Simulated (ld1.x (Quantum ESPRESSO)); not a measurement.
## Cd: variants of one TM potential

Base potential:

| Property | Result |
| --- | --- |
| Element | Cd |
| Generator | ld1.x (Quantum ESPRESSO) 7.5 |
| Type | norm-conserving Troullier–Martins (Kleinman–Bylander form) |
| Functional | PBEsol |
| Relativity | fully relativistic |
| Frozen core | [Kr] |
| Valence charge | 12 |
| Reference configuration | 4d10 5s1 5p0 (charge +1) |
| Partial waves | 5s (bound): rc 1.70 bohr; 5p (bound, empty): rc 1.95 bohr; 4d (bound): rc 1.30 bohr |
| Local potential | the d channel |
| Core correction | Bessel-smoothed model core, default radius (core density twice the valence density) |

Open shells are filled in proportion to 2j + 1 (rel_dist='average').

Cutoffs, loose and tight: the cutoffs (Ry, on a coarse ladder) from which the occupation-weighted sum of valence levels, in a spherical-Bessel basis at the reference potential, stays within 10 and 1 mRy of its value at 400 Ry. They do not see the model core or the augmentation charge, which bear on the density cutoff. Test errors are all-electron minus pseudo excitation energies from the reference, over the configurations 4d10 5s2 5p0; 4d10 5s0 5p0; 4d9 5s0 5p0; 4d9 5s2 5p1; 4d10 5s1.5 5p0; 4d10 5s0 5p1; 4d8 5s0 5p0. A dash means not determined; rows that change the core or the reference have their own tests.

A true bound ghost makes a file unfit for plane-wave use even where its test errors are small: the radial tests pick states by their node count and pass the ghost by.

```tsv
change	outcome	cutoff, loose	cutoff, tight	bound ghosts	largest test error (meV)
base	generated, misses its reference levels by 0.43 eV	90 Ry	140 Ry	s, p3/2, p1/2	-477
all radii but the core radius scaled by about 0.76 (s 1.28, p 1.48, d 0.98 bohr)	generated, misses its reference levels by 0.43 eV	200 Ry	over 300 Ry	s, p1/2, p3/2	-591
all radii but the core radius scaled by about 0.83 (s 1.42, p 1.62, d 1.08 bohr)	generated, misses its reference levels by 0.43 eV	100 Ry	160 Ry	s, p3/2, p1/2	-559
all radii but the core radius scaled by about 0.93 (s 1.58, p 1.80, d 1.20 bohr)	generated, misses its reference levels by 0.43 eV	90 Ry	140 Ry	s, p3/2, p1/2	-514
all radii but the core radius scaled by about 1.09 (s 1.86, p 2.14, d 1.42 bohr)	generated, misses its reference levels by 0.43 eV	80 Ry	120 Ry	s, p3/2, p1/2	-438
all radii but the core radius scaled by about 1.20 (s 2.04, p 2.34, d 1.56 bohr)	generated, misses its reference levels by 0.43 eV	70 Ry	110 Ry	s, p3/2, p1/2	-428
all radii but the core radius scaled by about 1.29 (s 2.20, p 2.52, d 1.68 bohr)	generated, misses its reference levels by 0.43 eV	70 Ry	100 Ry	s, p3/2, p1/2	-434
all radii but the core radius scaled by about 1.37 (s 2.32, p 2.66, d 1.78 bohr)	generated, misses its reference levels by 0.43 eV	70 Ry	100 Ry	s, p3/2, p1/2	-457
```

Reading the sweep of the scale of all radii but the core radius (base = 1) (base included, trends over the rows without a ghost): Bound ghosts are found at 0.76, 0.83, 0.93, 1, 1.09, 1.2, 1.29, 1.37. Every judged row has one, so this setting neither creates nor removes them.
